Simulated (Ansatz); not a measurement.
Method: frozen-core CCSD(T)/def2-TZVPP // B3LYP-D3(BJ)/def2-TZVP (Ansatz, a first-principles code).

Ansatz 0.2 input:
```yaml
crystal:
  periodic: [false, false, false]
  atoms:
    - { symbol: Cl, position_ang: [-1.984927, -1.190373, 0.008535] }
    - { symbol: In, position_ang: [-0.00001, 0.00001, 0.000076] }
    - { symbol: Cl, position_ang: [2.023212, -1.123288, 0.041678] }
    - { symbol: Cl, position_ang: [-0.038274, 2.313649, -0.050289] }
basis:
  gaussian: { orbitals: def2-TZVPP }
correlation:
  method: ccsd_t
```

Output:

```
Functional definition: HF
1226 factors; integrals over basis functions are off by at most 9.2e-4 eV
mean field evaluation 1: about -42663.7609 eV, gradient 2.2e1 eV
mean field evaluation 2: about -42663.7971 eV, gradient 2.2e1 eV
mean field evaluation 4: about -42665.2457 eV, gradient 1.5e0 eV
mean field evaluation 8: about -42665.2611 eV, gradient 5.5e-5 eV
mean field evaluation 16: about -42665.1894 eV, gradient 1.5e0 eV
mean field -42665.26114641 eV, -1567.9194275777 hartree, gradient 1.3e-6 eV, S^2 0.000000; 0 other end points of the search recorded, 0 dependent functions left out
19 core orbitals not correlated
reference -42665.26114641 eV, -1567.9194275777 hartree; 17, 17 occupied and 140, 140 virtual orbitals, 1226 factors
second order -22.52598950 eV of doubles, -0.00000000 eV of singles
cycle   1  -23.01792017 eV  change   -4.9e-1 eV  update   1.0e-1
cycle   2  -23.49181405 eV  change   -4.7e-1 eV  update   2.8e-2
cycle   3  -23.59000881 eV  change   -9.8e-2 eV  update   1.7e-2
cycle   4  -23.57693964 eV  change    1.3e-2 eV  update   4.6e-3
cycle   5  -23.57387075 eV  change    3.1e-3 eV  update   1.7e-3
cycle   6  -23.57420313 eV  change   -3.3e-4 eV  update   4.0e-4
cycle   7  -23.57415794 eV  change    4.5e-5 eV  update   1.2e-4
cycle   8  -23.57416923 eV  change   -1.1e-5 eV  update   3.3e-5
perturbative correction -0.94690482 eV, -0.0347981104 hartree
Total energy: -42689.78222046 eV, -1568.8205604282 hartree
```

Cost: very roughly 90 core-seconds.
